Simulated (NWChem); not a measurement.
# Correlation energy of H$_{2}$BO$_{2}$

```
B
O 1 1.3467
H 2 0.9746 1 115.61
O 1 1.3467 2 129.07 3 0.00
H 4 0.9746 1 115.61 2 0.00
```
Charge 0, spin multiplicity 2.

The numbers come from NWChem runs, not from measurements. Structure: optimised with UB3LYP/def2-SVP, a minimum by its harmonic frequencies. It is one conformer; others weren't searched.

Basis set: 6-311G**. Each correlation energy counts from its own Hartree-Fock reference.

The correlated methods keep 3 core orbitals frozen. The Pople sets run with spherical d functions. The structure started from a generated list of species. The unpaired electrons of the parent sit in orbitals of symmetry a1 (C2v labels of the run); other states weren't searched. The stability of the SCF solutions was not checked. Open-shell Hartree-Fock references start from PBE0 orbitals. Coupled-cluster values serve here as a point of comparison, not as the truth.

Task: For the correlation energy, CCSD[T] on ROHF gives -496.4 mHa and CCSD[T] on UHF gives -495.2 mHa. What do CCSD on UHF, SCS-UMP2, UMP2 give?

Result: CCSD on UHF: -479.7 mHa; SCS-UMP2: -453.1 mHa; UMP2: -468.8 mHa.
